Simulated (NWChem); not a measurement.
System: C4H7N; SMILES CC#CCN

Output (shortened):

```
             Northwest Computational Chemistry Package (NWChem) 7.3.0
             --------------------------------------------------------

                             Geometry "geometry" -> ""
                             -------------------------

 Output coordinates in angstroms (scale by  1.889725989 to convert to a.u.)

  No.       Tag          Charge          X              Y              Z
 ---- ---------------- ---------- -------------- -------------- --------------
    1 C                    6.0000     2.61304800     0.32007300     0.03119600
    2 C                    6.0000     1.18470300     0.04251500     0.16738100
    3 C                    6.0000     0.00207200    -0.18772900     0.28819000
    4 C                    6.0000    -1.44685200    -0.43840900     0.38216200
    5 N                    7.0000    -2.27076100     0.15322300    -0.68596000
    6 H                    1.0000     2.78732100     1.23032100    -0.55621600
    7 H                    1.0000     3.08539500     0.46458900     1.01067100
    8 H                    1.0000     3.13738100    -0.50281800    -0.47058900
    9 H                    1.0000    -1.63444400    -1.51993700     0.38715100
   10 H                    1.0000    -1.82635900    -0.06264300     1.34130700
   11 H                    1.0000    -1.93606200    -0.19067300    -1.58561300
   12 H                    1.0000    -2.10721800     1.15948100    -0.70420700

 Effective nuclear repulsion energy (a.u.)     150.4935918426

                                 NWChem DFT Module
                                 -----------------

 Summary of "ao basis" -> "ao basis" (spherical)
 ------------------------------------------------------------------------------
       Tag                 Description            Shells   Functions and Types
 ---------------- ------------------------------  ------  ---------------------
 C                           6-31g*                  6       14   3s2p1d
 N                           6-31g*                  6       14   3s2p1d
 H                           6-31g*                  2        2   2s

 in cosmo_initialize ...
 calling solv_data for solv:h2o

 solvent parameters
 solvname_short: h2o
 solvname_long:  water
 dielec:       78.4000
 dielecinf:     1.7769
 aqueous SMD model solvent descriptors
 dielec:       78.4000
 sola:          0.8200

          ---------------
          -cosmo- solvent
          ---------------
 Cosmo: York-Karplus, doi: 10.1021/jp992097l
 dielectric constant -eps-     =  78.40
 screen = (eps-1)/(eps    )    =   0.98724
 surface charge correction     = lagrangian

   van der Waals surface
 --------------------------

 ---------- ATOMIC COORDINATES (A.U.) ------------ VDWR(ANG.) --
     1    4.93794472    0.60485027    0.05895189     1.850
     2    2.23876405    0.08034170    0.31630423     1.850
     3    0.00391551   -0.35475637    0.54460013     1.850
     4   -2.73415383   -0.82847288    0.72218146     1.850
     5   -4.29111608    0.28954949   -1.29627644     1.890
     6    5.26727293    2.32496957   -1.05109583     1.200
     7    5.83055112    0.87794591    1.90989125     1.200
     8    5.92879041   -0.95018824   -0.88928426     1.200
     9   -3.08865130   -2.87226445    0.73160931     1.200
    10   -3.45131807   -0.11837811    2.53470270     1.200
    11   -3.65862668   -0.36031972   -2.99637409     1.200
    12   -3.98206462    2.19110138   -1.33075827     1.200
 number of segments per atom =        128
 number of   points per atom =        128
 atom (   nspa,  nppa )
 ----------------------
    1 (     62,     0 )       0
    2 (     62,     0 )       0
    3 (     60,     0 )       0
    4 (     39,     0 )       0
    5 (     73,     0 )       0
    6 (     56,     0 )       0
    7 (     55,     0 )       0
    8 (     53,     0 )       0
    9 (     54,     0 )       0
   10 (     57,     0 )       0
   11 (     43,     0 )       0
   12 (     45,     0 )       0
 number of -cosmo- surface points =      659
 molecular surface =    121.206 angstrom**2
 molecular volume  =     92.099 angstrom**3
 -lineq- algorithm             =   0
 -bem- low  level              =   3
 -bem- from -octahedral-
 gaussian surface charge width =   4.50000
 degree of switching           =   1.00000
 switching function tolerance  =   0.00010
 atomic radii =
 --------------
    1  6.000  1.850
    2  6.000  1.850
    3  6.000  1.850
    4  6.000  1.850
    5  7.000  1.890
    6  1.000  1.200
    7  1.000  1.200
    8  1.000  1.200
    9  1.000  1.200
   10  1.000  1.200
   11  1.000  1.200
   12  1.000  1.200
 ...... end of -cosmo- initialization ......

 nat:                    12
 ixmem:                  7844
 calling mnsol_interface()
 G(SMD-CDS) energy (kcal/mol)  =     2.082
 SMD-CDS SASA (angstrom**2)    =   151.185

            General Information
            -------------------
          SCF calculation type: DFT
          Wavefunction type:  closed shell.
          No. of atoms     :    12
          No. of electrons :    38
           Alpha electrons :    19
            Beta electrons :    19
          Charge           :     0
          Spin multiplicity:     1
          Use of symmetry is: off; symmetry adaption is: off
          Maximum number of iterations: 150
          AO basis - number of functions:    84
                     number of shells:    44
          Convergence on energy requested:  1.00D-06
          Convergence on density requested:  1.00D-05
          Convergence on gradient requested:  5.00D-04

              XC Information
              --------------
                         B3LYP Method XC Potential
                     Hartree-Fock (Exact) Exchange  0.200
                        Slater Exchange Functional  0.800 local
                    Becke 1988 Exchange Functional  0.720 non-local
              Lee-Yang-Parr Correlation Functional  0.810
                  VWN I RPA Correlation Functional  0.190 local

             Grid Information
             ----------------
          Grid used for XC integration:  medium
          Radial quadrature: Mura-Knowles
          Angular quadrature: Lebedev.
          Tag              B.-S. Rad. Rad. Pts. Rad. Cut. Ang. Pts.
          ---              ---------- --------- --------- ---------
          C                   0.70       49          11.0       434
          N                   0.65       49          13.0       434
          H                   0.35       45          13.0       434
          Grid pruning is: on
          Number of quadrature shells:   560
          Spatial weights used:  Erf1

      Superposition of Atomic Density Guess
      -------------------------------------

 Sum of atomic energies:        -208.42238261

      Non-variational initial energy
      ------------------------------

 Total energy =    -211.440509
 1-e energy   =    -576.962136
 2-e energy   =     215.028036
 HOMO         =      -0.288817
 LUMO         =       0.066232

   convergence    iter        energy       DeltaE   RMS-Dens  Diis-err
 ---------------- ----- ----------------- --------- --------- ---------
     COSMO gas phase
 d= 0,ls=0.0,diis     1   -211.2513582158 -3.62D+02  1.16D-02  5.13D-01
 d= 0,ls=0.0,diis     2   -211.2912956856 -3.99D-02  4.82D-03  1.98D-01
 d= 0,ls=0.0,diis     3   -211.3081549947 -1.69D-02  2.01D-03  5.11D-02
 d= 0,ls=0.0,diis     4   -211.3136311021 -5.48D-03  3.90D-04  1.36D-03
 d= 0,ls=0.0,diis     5   -211.3137708985 -1.40D-04  1.13D-04  1.50D-04
  Resetting Diis
 d= 0,ls=0.0,diis     6   -211.3137864725 -1.56D-05  4.14D-05  1.58D-05
 d= 0,ls=0.0,diis     7   -211.3137880603 -1.59D-06  4.33D-05  3.12D-06
 d= 0,ls=0.0,diis     8   -211.3137862337  1.83D-06  3.04D-05  1.75D-05
 d= 0,ls=0.0,diis     9   -211.3137884551 -2.22D-06  2.58D-06  4.64D-08
 d= 0,ls=0.0,diis    10   -211.3137884601 -4.98D-09  6.99D-07  4.25D-09

   convergence    iter        energy       DeltaE   RMS-Dens  Diis-err
 ---------------- ----- ----------------- --------- --------- ---------
     COSMO solvation phase
 d= 0,ls=0.0,diis     1   -211.3207706056 -6.98D-03  2.75D-03  3.38D-03
 d= 0,ls=0.0,diis     2   -211.3216795109 -9.09D-04  4.03D-04  8.66D-04
 d= 0,ls=0.0,diis     3   -211.3217572631 -7.78D-05  1.70D-04  2.74D-04
 d= 0,ls=0.0,diis     4   -211.3217859088 -2.86D-05  5.48D-05  2.98D-05
 d= 0,ls=0.0,diis     5   -211.3217890489 -3.14D-06  1.92D-05  3.13D-06
 d= 0,ls=0.0,diis     6   -211.3217893547 -3.06D-07  6.83D-06  7.12D-07

         Total DFT energy =     -211.321789354687
      One electron energy =     -582.003268281210
           Coulomb energy =      251.194953659985
    Exchange-Corr. energy =      -31.222468856791
 Nuclear repulsion energy =      150.493591842561

             COSMO energy =        0.215402280768

 Numeric. integr. density =       37.999994858861

                                COSMO-SMD solvation results
                                ---------------------------

             internal energy in gas <Psi(g)|H|Psi(g)> =      -211.313788460058
         internal energy in solvent <Psi(s)|H|Psi(s)> =      -211.312641065080
                               delta internal energy  =         0.001147394978 (    0.72 kcal/mol)
   total free energy in solvent <Psi(s)|H+V/2|Psi(s)> =      -211.325107043763
 polarization energy contribution <Psi(s)|V/2|Psi(s)> =        -0.012465978683 (   -7.82 kcal/mol)
    total free energy in solvent including G(SMD-CDS) =      -211.321789354687
                       G(SMD-CDS) energy contribution =         0.003317689076 (    2.08 kcal/mol)
     1 M fixed-concentration free energy of solvation =        -0.008000894629 (   -5.02 kcal/mol)

                       DFT Final Molecular Orbital Analysis
                       ------------------------------------

 Vector   17  Occ=2.000000D+00  E=-2.722047D-01
              MO Center= -5.0D-01, -4.2D-02, -1.7D-03, r^2= 3.9D+00
   Bfn.  Coefficient  Atom+Function         Bfn.  Coefficient  Atom+Function
  ----- ------------  ---------------      ----- ------------  ---------------
    33      0.273634   3 C  pz               59     -0.256061   5 N  px
    63     -0.233255   5 N  px               19      0.229090   2 C  pz
    62      0.222504   5 N  s                37      0.191280   3 C  pz
    32     -0.184342   3 C  py               23      0.143541   2 C  pz
    18     -0.137294   2 C  py               61      0.126137   5 N  pz

 Vector   18  Occ=2.000000D+00  E=-2.542618D-01
              MO Center=  5.9D-01, -1.1D-01,  2.4D-01, r^2= 2.4D+00
   Bfn.  Coefficient  Atom+Function         Bfn.  Coefficient  Atom+Function
  ----- ------------  ---------------      ----- ------------  ---------------
    18      0.322779   2 C  py               32      0.319005   3 C  py
    19      0.211995   2 C  pz               22      0.212773   2 C  py
    33      0.209041   3 C  pz               36      0.206969   3 C  py
    23      0.140274   2 C  pz               37      0.135749   3 C  pz
    76      0.126359   8 H  s                78      0.116944   9 H  s

 Vector   19  Occ=2.000000D+00  E=-2.419870D-01
              MO Center= -1.2D+00,  7.7D-02, -3.2D-01, r^2= 3.9D+00
   Bfn.  Coefficient  Atom+Function         Bfn.  Coefficient  Atom+Function
  ----- ------------  ---------------      ----- ------------  ---------------
    59      0.452573   5 N  px               63      0.397798   5 N  px
    19      0.221603   2 C  pz               33      0.192913   3 C  pz
    35      0.167643   3 C  px               23      0.149343   2 C  pz
    18     -0.145559   2 C  py               31      0.141523   3 C  px
    62     -0.118674   5 N  s                21      0.115018   2 C  px

 Vector   20  Occ=0.000000D+00  E= 4.637310D-02
              MO Center=  2.2D-01,  4.5D-02,  5.6D-02, r^2= 4.4D+00
   Bfn.  Coefficient  Atom+Function         Bfn.  Coefficient  Atom+Function
  ----- ------------  ---------------      ----- ------------  ---------------
    62      0.730236   5 N  s                72     -0.414912   6 H  s
    23     -0.398212   2 C  pz               74      0.363355   7 H  s
    37      0.326536   3 C  pz               19     -0.320778   2 C  pz
    51      0.314435   4 C  pz               84     -0.309188  12 H  s
    82     -0.306397  11 H  s                35      0.285231   3 C  px

 Vector   21  Occ=0.000000D+00  E= 5.957179D-02
              MO Center=  6.2D-01, -1.4D-01,  2.3D-01, r^2= 3.7D+00
   Bfn.  Coefficient  Atom+Function         Bfn.  Coefficient  Atom+Function
  ----- ------------  ---------------      ----- ------------  ---------------
    76      0.524926   8 H  s                78     -0.440303   9 H  s
    80      0.439162  10 H  s                36     -0.425672   3 C  py
    22      0.420648   2 C  py               18      0.327360   2 C  py
    32     -0.323852   3 C  py               74     -0.312031   7 H  s
    37     -0.279120   3 C  pz               23      0.277460   2 C  pz

 Vector   22  Occ=0.000000D+00  E= 1.108398D-01
              MO Center= -1.3D+00,  1.5D-01, -4.6D-01, r^2= 5.4D+00
   Bfn.  Coefficient  Atom+Function         Bfn.  Coefficient  Atom+Function
  ----- ------------  ---------------      ----- ------------  ---------------
    48      1.184067   4 C  s                62      1.071089   5 N  s
    82     -0.897416  11 H  s                84     -0.889991  12 H  s
    80     -0.605709  10 H  s                78     -0.598317   9 H  s
    65     -0.449801   5 N  pz               64      0.309101   5 N  py
    51      0.305163   4 C  pz               72      0.298289   6 H  s

     Multipole analysis of the density
     ---------------------------------

     L   x y z        total         alpha         beta         nuclear
     -   - - -        -----         -----         ----         -------
     0   0 0 0     -0.000000    -19.000000    -19.000000     38.000000

     1   1 0 0      0.763618      0.638327      0.638327     -0.513036
     1   0 1 0      0.233828      0.051170      0.051170      0.131489
     1   0 0 1     -0.203482      0.054768      0.054768     -0.313018

     2   2 0 0    -23.514480   -260.609934   -260.609934    497.705387
     2   1 1 0      0.177141    -18.656234    -18.656234     37.489609
     2   1 0 1     -0.594923    -19.637022    -19.637022     38.679120
     2   0 2 0    -21.466262    -24.717023    -24.717023     27.967783
     2   0 1 1     -0.253234      5.458175      5.458175    -11.169585
     2   0 0 2    -21.384222    -30.964482    -30.964482     40.544741
```

Level: B3LYP/6-31G* (spherical d), SMD on the gas-phase geometry. Geometry: optimised at B3LYP/6-31G* (spherical d). Solvent: water.

### Question
Write an input that gives this output.

### Answer
Several could match; the one computed here: the input that was run:
```
start job
memory heap 200 mb stack 900 mb global 1100 mb
geometry units angstroms noautosym nocenter noautoz
  C      2.613048     0.320073     0.031196
  C      1.184703     0.042515     0.167381
  C      0.002072    -0.187729     0.288190
  C     -1.446852    -0.438409     0.382162
  N     -2.270761     0.153223    -0.685960
  H      2.787321     1.230321    -0.556216
  H      3.085395     0.464589     1.010671
  H      3.137381    -0.502818    -0.470589
  H     -1.634444    -1.519937     0.387151
  H     -1.826359    -0.062643     1.341307
  H     -1.936062    -0.190673    -1.585613
  H     -2.107218     1.159481    -0.704207
end
basis spherical
  * library 6-31g*
end
dft
  xc b3lyp
  iterations 150
end
cosmo
  do_cosmo_smd true
  solvent water
end
task dft energy
```
